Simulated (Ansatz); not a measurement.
One change: `CB(C)F` becomes `CB(F)[SiH2]O`.

Ansatz, PBE0-D4/def2-TZVP geometries, multiplicity 1. Each molecule was computed in one conformer, which needn't be the lowest.

| property | `CB(C)F` |
| --- | --- |
| LUMO energy (PBE/def2-TZVPP) / eV | -0.93 |
| HOMO–LUMO gap (ωB97M-V/def2-TZVPP) / eV | 13.01 |
| size of the dipole moment (PBE/def2-TZVPP) / D | 1.29 |
| HOMO–LUMO gap (PBE/def2-TZVPP) / eV | 6.23 |
| LUMO energy (B3LYP/def2-TZVPP) / eV | -0.14 |
| HOMO–LUMO gap (PBE0/def2-TZVPP) / eV | 8.82 |

Task: What does the change do to each property? (An estimate is asked.)

Result: The calculation gave: 
| property | `CB(F)[SiH2]O` | shift |
| --- | --- | --- |
| LUMO energy (PBE/def2-TZVPP) / eV | -2.15 | -1.22 |
| HOMO–LUMO gap (ωB97M-V/def2-TZVPP) / eV | 10.54 | -2.47 |
| size of the dipole moment (PBE/def2-TZVPP) / D | 2.11 | 0.82 |
| HOMO–LUMO gap (PBE/def2-TZVPP) / eV | 4.04 | -2.19 |
| LUMO energy (B3LYP/def2-TZVPP) / eV | -1.40 | -1.26 |
| HOMO–LUMO gap (PBE0/def2-TZVPP) / eV | 6.35 | -2.47 |

With PBE0 the HOMO rises by 1.15 eV and the LUMO falls by 1.31 eV, so the gap narrows by about 2.46 eV. PBE moves the HOMO by 0.98 eV and ωB97M-V by 1.30 eV. Dipoles are sizes alone; their direction can turn.

B3LYP here is the variant with VWN-RPA as its local correlation; programs differ in this.
